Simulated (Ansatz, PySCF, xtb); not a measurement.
Complex: N2 (SMILES N#N) (first 2 atoms) with PH3 (SMILES P); geometry from B3LYP-D3(BJ)/def2-TZVP.
(charge 0, multiplicity 1):
```xyz
6

N      0.6469    -0.2110    -0.5113
N     -0.3349     0.2639    -0.4876
P      0.0248     0.1078     3.5463
H      1.1199     0.6326     2.8130
H      0.0164    -1.1108     2.8201
H     -0.9388     0.7142     2.7001
```

Interaction energies are E(AB) − E(A) − E(B) at the monomers' geometry in the complex; basis-set methods are counterpoise corrected. Rows marked so take none.

Rows in 6-31G* carry no dispersion term and start afresh at each structure (6-31G* with six Cartesian d functions).

Programs: Ansatz (Gaussian basis) for Hartree–Fock, density functionals and correlated methods; PySCF for 6-31G* rows, the dispersion terms; xtb for the GFN methods. Each number belongs to the level named beside it.

Question: Give the interaction energy at the level HF/6-31G* (no counterpoise).

Answer: 0.2 kcal/mol

Question: Estimate the interaction energy that CAM-B3LYP-D4/def2-TZVPPD returns for this input.

Answer: -0.3 kcal/mol

Question: Predict the interaction energy from GFN2-xTB.

Answer: -0.7 kcal/mol

Ansatz is an electronic-structure program.
